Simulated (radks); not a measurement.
The numbers below are computed, except where a source is named.
Question: The palladium ion Pd+ is in [Kr] 4d9. Code: a radial shooting solver on a logarithmic mesh with Libxc functionals. Model: scalar-relativistic Kohn-Sham, BLYP, spin-polarised, spherical densities, finite nucleus; Fermi nuclear charge, rms radius of each element as measured or else 0.836 A^(1/3) + 0.57 fm. Open shells are filled with parallel spins first. One electron is removed from 3d, 4d, 4s, 4p in turn, with full relaxation. Which removal costs least, and what does each cost?

Answer: 4d 20.198 eV; 4p 68.995 eV; 4s 103.54 eV; 3d 354.13 eV. The 4d electron leaves first.
